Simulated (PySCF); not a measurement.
Ionisation energy of Pt⁴⁰⁺ by level of theory

Pt⁴⁰⁺ [Kr] 4d2 [4d3/2^2, M_J = 2] → Pt⁴¹⁺ [Kr] 4d1 [4d3/2^1, M_J = 3/2], as a difference of total energies. All numbers are calculated (PySCF 2.14, the two-component X2C-1e Hamiltonian, in an uncontracted even-tempered set (16 s from 4.8 bohr⁻², ratio 2.8; 14 p from 6.2 bohr⁻², ratio 2.8; 9 d from 6.2 bohr⁻², ratio 2.8; 3 f from 23 bohr⁻², ratio 3)). Correlated levels: [Ar] 3d10 frozen; the 96 highest virtual spinors dropped. "Screened" scales the spin-orbit matrix elements by Boettger's factors to mimic the two-electron term; Breit and QED terms are absent.

| method | ionisation energy (eV) |
| --- | --- |
| GHF (spin-free) | 1871.1 |
| GMP2 (spin-free) | 1871.0 |
| GHF (screened spin-orbit) | 1884.4 |
| GMP2 (screened spin-orbit) | 1884.4 |

Breit and QED terms and the two-electron picture change are absent.

The spin-free rows relax to the high-spin LS determinant and lack the spin-orbit shift.

The labels give the starting determinants; with spin-orbit coupling the two ends relaxed to ⟨J²⟩ = 6.01, ⟨L²⟩ = 10.22, ⟨S²⟩ = 1.59 and ⟨J²⟩ = 3.75, ⟨L²⟩ = 6.11, ⟨S²⟩ = 0.85.

For comparison: 1883 ± 4 eV (theoretical estimate listed by NIST; NIST Atomic Spectra Database, ionization energies).
